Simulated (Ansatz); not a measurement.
Consider the ligand exchange at the Si–C bond: `C[CH]([SiH3])[AlH][AlH2]` + `[OH][Al]([F])[SH]` → `[F][Al]([SH])[O][SiH3]` + `C[CH2][AlH][AlH2]`.

Calculated with Ansatz (gas phase, PBE0-D4/def2-TZVP geometries, no zero-point term in ΔE). CCSD(T)/CBS adds triple-zeta CCSD(T) − MP2 to the extrapolated MP2 energy (def2 sets, frozen cores). Functionals use def2-TZVPP. B3LYP here is the variant with VWN-RPA as its local correlation; programs differ in this. Each species was taken in one conformer, which may not be the lowest.

```tsv
level	ΔE (kJ/mol)	difference from CCSD(T)/CBS
PBE0-D4	-92.4	8.7
ωB97X-V	-102.5	-1.4
ωB97M-V	-100.5	0.6
B2PLYP	-110.4	-9.3
r2SCAN	-100.5	0.6
PBE0	-96.7	4.4
B3LYP	-113.7	-12.6
HF/def2-TZVPP	-136.1	-35.0
MP2/def2-TZVPP	-100.6	0.5
CCSD/def2-TZVPP	-107.5	-6.4
CCSD(T)/def2-TZVPP	-102.0	-0.9
HF/def2-QZVPP	-138.1	-37.0
MP2/def2-QZVPP	-100.9	0.2
SCS-MP2/def2-QZVPP	-108.6	-7.5
HF/CBS(def2)	-138.3	-37.2
CCSD/CBS(def2)	-106.6	-5.5
CCSD(T)/CBS	-101.1	0
```

Largest T1 diagnostic among the species: 0.012.

The D4 term adds +8.0 kJ/mol with B3LYP and +4.3 kJ/mol with PBE0; it sums over pairs of atoms, weighted by their polarisabilities, and B3LYP, whose exchange is more repulsive, gets the larger term. In def2-TZVPP, CCSD(T) changes the Hartree–Fock value by +34.1 kJ/mol (the triples alone add +5.5 kJ/mol) and MP2 by +35.4 kJ/mol. From PBE to PBE0 (25 % exact exchange), in def2-TZVPP and without D4, ΔE moves by −6.1 kJ/mol.
